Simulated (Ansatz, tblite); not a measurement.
Cost and result up the ladder for BTBT (C₁₄H₈S₂) (24 atoms). The state is a singlet with charge 0. Geometry: PBE-D4/def2-SVP.

Cartesian coordinates in Å:
```
C 3.514 -0.884 2.643
C 3.013 0.390 2.989
C 1.909 0.928 2.324
C 1.289 0.188 1.293
C 1.810 -1.102 0.954
C 2.919 -1.639 1.625
S 0.912 -1.877 -0.352
C -0.162 -0.498 -0.460
C -1.289 -0.188 -1.292
C -1.909 -0.929 -2.323
C -3.012 -0.390 -2.990
C -3.514 0.884 -2.643
C -2.919 1.639 -1.625
C -1.810 1.102 -0.954
S -0.912 1.877 0.353
C 0.161 0.497 0.461
H 4.385 -1.293 3.178
H 3.497 0.966 3.792
H 1.518 1.921 2.593
H 3.311 -2.631 1.357
H -1.518 -1.921 -2.593
H -3.496 -0.965 -3.793
H -4.384 1.293 -3.179
H -3.311 2.631 -1.357
```

Ansatz on 4 threads of Arm Neoverse V1 on a shared host; xTB runs through tblite on one thread. Times are rough, summed over both states, and most runs start from the orbitals of an earlier one. PBE0-D4/def2-SVP serves as the yardstick here, not as an exact answer. The other state is a triplet.

The xTB rows come from tblite.

xTB has no spin-polarisation term.

```tsv
level	functions	wall time
GFN2-xTB	82	0.043 s
GFN1-xTB	90	0.056 s
PBE-D4/def2-SVP	272	20 s
PBE0-D4/def2-SVP	272	41 s
```

Question: Estimate what each level gives for the vertical triplet (eV).

Answer: 
```tsv
level	vertical triplet (eV)	difference from PBE0-D4/def2-SVP (eV)
GFN2-xTB	2.63	-0.22
GFN1-xTB	2.68	-0.17
PBE-D4/def2-SVP	2.70	-0.15
PBE0-D4/def2-SVP	2.85	0.00
```
